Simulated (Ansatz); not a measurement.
CH4O3Si can be A, `O=C[SiH](O)O`, or B, `O[SiH]1OCO1`.

Calculated with Ansatz (gas phase, PBE0-D4/def2-TZVP geometries, no zero-point term in ΔE). CCSD(T)/CBS adds triple-zeta CCSD(T) − MP2 to the extrapolated MP2 energy (def2 sets, frozen cores). DFT in def2-TZVPP. One conformer a species, not always the lowest.

Task: Which isomer does CCSD(T)/CBS put lower? Give the gap. (Estimate.)

Result: The calculation gave: B, by 18.4 kcal/mol.

Task: Give E(B) − E(A) in kcal/mol with PBE-D4, r2SCAN-D4, HF/def2-TZVPP, B2PLYP, CCSD(T)/def2-SVP, CCSD(T)/def2-TZVPP, BLYP-D4. (An estimate is asked.)

Result: The calculation gave: PBE-D4 -16.8, r2SCAN-D4 -19.4, HF/def2-TZVPP -18.3, B2PLYP -17.2, CCSD(T)/def2-SVP -14.1, CCSD(T)/def2-TZVPP -18.6, BLYP-D4 -12.5. None reverses the order clearly.

Task: Does the order hold for the free energy at 298.15 K (harmonic terms from PBE0-D4)? (Best estimate.)

Result: The calculation gave: Yes: G(B) − G(A) = -14.5 kcal/mol, for one conformer each.

Largest T1 diagnostic: 0.014.

From r2SCAN to r2SCAN0 (25 % exact exchange), in def2-TZVPP and without D4, E(B) − E(A) moves by −2.2 kcal/mol. At CCSD(T), def2-SVP lies +4.3 kcal/mol from the extrapolated value and def2-TZVPP −0.3 kcal/mol.
